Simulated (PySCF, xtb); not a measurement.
H4SSeSi, SMILES [Se]([SiH3])S.

Coordinates come from a r2SCAN-D4/def2-SVP optimisation. One conformer was computed; it need not be the lowest.

Computed with IEF-PCM-M06-2X/def2-SVP run with PySCF.

The values are the electrostatic part of the solvation free energy, E(continuum) − E(gas) at the gas-phase geometry, in a cavity of scaled van der Waals radii (PySCF's table); cavitation and dispersion terms are not included. In vacuum the orbital gap is 7.53 eV. The dipole moment in vacuum is 1.44 D.

Computed values in water (ε = 78.36), diethylether (ε = 4.24), dimethylsulfoxide (ε = 46.83):
```csv
solvent,ε,ΔG(elec) (kcal/mol),dipole (D),gap (eV)
water,78.36,-2.5,1.97,7.60
diethylether,4.24,-1.6,1.78,7.58
dimethylsulfoxide,46.83,-2.5,1.96,7.60
```

For comparison, GFN2-xTB/ALPB(water) (xtb, at the GFN2-xTB geometry, all terms of that model) gives -1.6 kcal/mol.
